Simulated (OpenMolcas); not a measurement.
# Yb3+: ligand-field states by method

Yb3+ with 6 ligands (chloride) in trigonal prismatic coordination (D3h) at 2.63 Å, a polar angle of 55.0° against the regular 49.1°. A charge of +0.5 e stands 3.2 Å behind each ligand. Ligand basis ANO-RCC-VDZP.

```yaml
Program: OpenMolcas 26.06
Basis: ANO-RCC-VTZP [8s7p5d3f2g1h]
Scalar_Hamiltonian: DKH2, point nucleus
Active_space: 13 electrons in 7 orbitals (4f)
State_averaging: 2S+1 = 2 odd, 7 roots
Spin-orbit_coupling: RASSI with atomic mean-field integrals over the reference wave functions
```

I. CASSCF
II. SS-CASPT2, IPEA 0.25 Eh, imaginary shift 0.1 Eh (closed shells correlated: 5s 5p and the ligand valence shells)

Spin-free states (labels of D3, the rotations of D3h) in cm-1, each column counted from its own energy of the first state listed:

```
State  Degeneracy    I   II
   2E           2    0    0
  2A2           1   28   60
   2E           2   86   90
  2A1           1  262  340
  2A2           1  268  330
```

With spin-orbit coupling the lowest J multiplet is 228 (I), 286 (II) cm-1 wide, a factor of 1.25 from I to II.

χT at 300 K: I 2.55, II 2.54 cm3 K/mol.

Over all roots computed the reference weight is 0.64 in II; a low but even weight reflects the number of correlated electrons. Without dynamic correlation the ligand-field splitting of an f shell can come out too small, at times by half (holds for I). Splittings of an f shell from a small cluster at a set distance can be off by tens of per cent, mostly too small (holds for II). No measured value stands beside these numbers; the geometry was imposed, not optimised, and the real ion may take another.
